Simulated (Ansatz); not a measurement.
A CCSD(T) single point on CH6GaOSb (`[CH3][Sb]([OH])[GaH2]`).

```yaml
crystal:
  periodic: [false, false, false]
  atoms:
    - {symbol: C, position_ang: [-0.276423, 1.563327, 0.383746]}
    - {symbol: Sb, position_ang: [-0.302636, 0.275059, -1.369117]}
    - {symbol: O, position_ang: [-1.949777, -0.729867, -0.913629]}
    - {symbol: Ga, position_ang: [1.405697, -1.389716, -0.235446]}
    - {symbol: H, position_ang: [0.683543, 2.079379, 0.445855]}
    - {symbol: H, position_ang: [-0.449760, 1.003890, 1.302593]}
    - {symbol: H, position_ang: [-1.069926, 2.299811, 0.258366]}
    - {symbol: H, position_ang: [-1.836158, -1.286683, -0.139106]}
    - {symbol: H, position_ang: [2.959641, -1.131777, -0.204745]}
    - {symbol: H, position_ang: [0.835800, -2.683422, 0.471483]}
basis:
  gaussian: {orbitals: def2-SVP}
correlation: {method: ccsd_t}
```

```sh
$ ansatz run in.yaml --threads 4 --pin off --events-out ev --progress --plain
```

Log, shortened:

```
Functional definition: HF
1244 factors; integrals over basis functions are off by at most 1.2e-3 eV
mean field evaluation 1: about -61994.0778 eV, gradient 3.9e1 eV
mean field evaluation 2: about -61994.1724 eV, gradient 3.9e1 eV
mean field evaluation 4: about -61997.6622 eV, gradient 3.5e0 eV
mean field evaluation 8: about -61997.7184 eV, gradient 7.2e-2 eV
mean field -61997.71846124 eV, -2278.3741298877 hartree, gradient 1.3e-6 eV, S^2 0.000000; 0 other end points of the search recorded, 0 dependent functions left out
15 core orbitals not correlated: weight in the atoms' cores, before any rotation towards them, 1.000 or more for the frozen orbitals, at most 0.000 for the correlated occupied ones
reference -61997.71846124 eV, -2278.3741298877 hartree; 22, 22 occupied and 79, 79 virtual orbitals, 1244 factors
second order -18.20593526 eV of doubles, -0.00000000 eV of singles
cycle   1  -18.32532151 eV  change   -1.2e-1 eV  update   1.2e-1
cycle   2  -18.94818405 eV  change   -6.2e-1 eV  update   3.9e-2
cycle   3  -19.08557492 eV  change   -1.4e-1 eV  update   2.0e-2
cycle   4  -19.07761496 eV  change    8.0e-3 eV  update   5.3e-3
cycle   5  -19.07693539 eV  change    6.8e-4 eV  update   2.7e-3
cycle   6  -19.07699238 eV  change   -5.7e-5 eV  update   9.8e-4
cycle   7  -19.07649248 eV  change    5.0e-4 eV  update   4.6e-4
cycle   8  -19.07640486 eV  change    8.8e-5 eV  update   2.1e-4
cycle   9  -19.07644482 eV  change   -4.0e-5 eV  update   1.0e-4
cycle  10  -19.07646076 eV  change   -1.6e-5 eV  update   4.4e-5
perturbative correction -0.57825556 eV, -0.0212504999 hartree
Total energy: -62017.37317756 eV, -2279.0964273899 hartree
```

Hardware: 4 threads of a server CPU on a shared host. Wall time 14 s, peak host memory 0.68 GiB.

The correlation energy is -19.655 eV, 2.9 % of it from (T); the T1 diagnostic reads 0.0122.
